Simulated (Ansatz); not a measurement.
`[F][Al]([SiH3])[Cl]` + HCl → `[F][Al]([Cl])[Cl]` + SiH₄  (cleavage of the Al–Si bond)

Program: Ansatz. Geometries: PBE0-D4/def2-TZVP. ΔE: electronic, gas phase. CCSD(T)/CBS is the MP2 limit (def2-TZVPP, def2-QZVPP) plus CCSD(T) − MP2 in def2-TZVPP, frozen cores. This one scheme is used for every species. DFT in def2-TZVPP.

| species | r2SCAN-D4 energy (Eh) |
| --- | --- |
| `[F][Al]([SiH3])[Cl]` | -1093.86691 |
| HCl | -460.78592 |
| `[F][Al]([Cl])[Cl]` | -1262.85278 |
| SiH₄ | -291.85455 |

**Question.** Work out ΔE.

**Answer.** ΔE = (-1262.85278) + (-291.85455) − (-1093.86691) − (-460.78592) = -0.05450 Eh = -143.1 kJ/mol. CCSD(T)/CBS gives -142.9 kJ/mol.

Largest T1 diagnostic among the species: 0.012.

From BLYP to BHLYP (50 % exact exchange), in def2-TZVPP and without D4, ΔE moves by −14.5 kJ/mol. At CCSD(T), def2-SVP lies −4.3 kJ/mol from the extrapolated value and def2-TZVPP +1.9 kJ/mol. Leaving LDA and LC-ωPBE aside and taking each functional with its dispersion term where it has one, the values, not all of them listed here, spread over 26.3 kJ/mol, from BHLYP-D4 to PBE-D4.
